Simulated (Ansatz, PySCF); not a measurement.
Pair of molecules: SiH4 (SMILES [SiH4]) (first 5 atoms) with CH2F2 (SMILES FCF); geometry from B3LYP-D3(BJ)/def2-TZVP.
(charge 0, multiplicity 1):
```xyz
10

Si     0.239    -0.047     0.129
H     -1.013     0.279     0.848
H      0.511    -1.497     0.243
H      1.360     0.729     0.701
H      0.071     0.307    -1.300
F      0.354    -0.761     3.353
C     -0.464     0.138     3.972
F      0.120     1.365     3.908
H     -0.566    -0.149     5.019
H     -1.413     0.172     3.434
```

Basis-set superposition error: the interaction energy with monomers in their own basis, and in the dimer's basis (counterpoise).

Programs: Ansatz (a first-principles code) with Gaussian orbitals; PySCF for 6-31G* rows. Each number belongs to the level named beside it.

| level | uncorrected (kcal/mol) | counterpoise (kcal/mol) | difference |
|---|---|---|---|
| SVWN5/def2-TZVPPD | -2.20 | -2.12 | 0.08 |
| B3LYP/def2-TZVPPD | 0.18 | 0.24 | 0.06 |
| BHLYP/def2-TZVPPD | -0.30 | -0.25 | 0.06 |
| CAM-B3LYP/def2-TZVPPD | -0.47 | -0.40 | 0.07 |
| wB97X-V/def2-TZVPPD | -1.42 | -1.37 | 0.05 |
| wB97M-V/def2-TZVPPD | -1.41 | -1.34 | 0.06 |
| MP2/6-31G* | -2.50 | -0.12 | 2.38 |
| MP2/aug-cc-pV(D+d)Z | -1.84 | -0.93 | 0.91 |
| CCSD/aug-cc-pV(D+d)Z | -1.72 | -0.82 | 0.90 |
| CCSD(T)/aug-cc-pV(D+d)Z | -1.97 | -1.01 | 0.97 |

The error is largest for MP2/6-31G* (2.38 kcal/mol) and smallest for wB97X-V/def2-TZVPPD (0.05 kcal/mol).
